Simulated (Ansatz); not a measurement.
C$_{3}$H$_{7}$NTe (`C/C=N\C[TeH]`). Total charge 0; spin multiplicity 1. Te takes the def2 core potential. Geometry: relaxed with PBE0-D4/def2-TZVP. It is one conformer, not always the lowest.

```xyz
12

C     1.250   -1.048    0.097
C     1.067    0.377    0.511
N     0.129    1.160    0.173
C    -0.877    0.711   -0.731
Te   -2.511   -0.302    0.283
H     2.177   -1.459    0.495
H     0.414   -1.653    0.465
H     1.266   -1.153   -0.992
H     1.805    0.793    1.198
H    -1.335    1.561   -1.231
H    -0.546   -0.016   -1.482
H    -2.838    1.030    1.212
```

(1) What is the dipole moment at r2SCAN/def2-TZVPP? (An estimate is asked.)

(2) And with PBE, B3LYP, ωB97M-V? (Estimate.)

(3) Give the Mulliken charges with r2SCAN, PBE, ωB97M-V in def2-TZVPP. (Estimate.)

Answers

(1) The calculation gave: 2.01 D, with components (1.37, -1.32, -0.68) D in this frame, pointing from negative to positive charge.

(2) Computed: PBE 1.92 D, B3LYP 2.02 D, ωB97M-V 2.01 D.

(3) Computed: 
| atom | r2SCAN | PBE | ωB97M-V |
| --- | --- | --- | --- |
| C1 | -0.14 | -0.24 | -0.31 |
| C2 | 0.05 | -0.03 | 0.01 |
| N3 | -0.27 | -0.17 | -0.21 |
| C4 | -0.14 | -0.24 | -0.36 |
| Te5 | 0.00 | 0.02 | 0.05 |
| H6 | 0.05 | 0.09 | 0.10 |
| H7 | 0.08 | 0.11 | 0.13 |
| H8 | 0.07 | 0.10 | 0.12 |
| H9 | 0.08 | 0.10 | 0.11 |
| H10 | 0.13 | 0.17 | 0.20 |
| H11 | 0.09 | 0.11 | 0.16 |
| H12 | -0.01 | -0.01 | 0.00 |

B3LYP here is the variant with VWN-RPA as its local correlation; programs differ in this.
